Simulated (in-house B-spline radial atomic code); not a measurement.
# Zr3+: [Ar] 3d10 4s2 4p5 4d1 5f1 (an excited or competing configuration)

All numbers are computed (Dirac-Hartree-Fock, average of configuration; Fermi nucleus of rms radius 4.2694 fm) with an all-electron radial atomic-structure program (B-spline basis), not measured.

Effective charges: Z_r = [3n² - l(l+1)]/(2<r>) from the radius, Z_e = n√(-2ε) from the energy, and Slater's rules. Values are occupation-weighted means over j. An effective charge above Z reflects the relativistic contraction of the inner shells.

```
shell  electrons   ε (eV)  <r> (bohr)    Z_r    Z_e  Slater
   1s          2   -18152     0.03705  40.48  36.53   39.70
   2s          2  -2622.6      0.1619  37.06  27.77   35.85
   2p          6    -2338      0.1416  35.31  26.22   35.85
   3s          2  -495.39       0.455  29.67  18.10   28.75
   3p          6   -399.7      0.4596  27.20  16.26   28.75
   3d         10   -242.3      0.4503  23.32  12.66   18.85
   4s          2  -105.04       1.192  20.13  11.11   12.60
   4p          5  -77.979       1.312  17.53   9.58   12.60
   4d          1  -42.646       1.708  12.29   7.08    5.00
   5f          1   -9.198       7.212   4.37   4.11    4.00
```

The least bound orbital is 5f5/2 at -9.197 eV, and it is also the most diffuse (<r> = 7.213 bohr).

Spin-orbit splittings of the orbital energies (j = l + 1/2 above j = l - 1/2 when positive): 2p 86.47 eV, 3p 14.33 eV, 3d 2.593 eV, 4p 2.025 eV, 4d 0.1879 eV, 5f -0.002353 eV.

For the 1s electron the small component carries 2.12 % of the norm, the zero-frequency Breit interaction raises the level by 33.09 eV, self-energy by 17.92 eV, and vacuum polarisation lowers it by 2 eV.

The density falls to 0.001 bohr⁻³ at 3.298 bohr; Σ<r²> = 81.024 bohr² gives, by the non-relativistic formula and without the paramagnetism of open shells, a Langevin diamagnetic susceptibility of -64.17×10⁻⁶ cm³/mol.
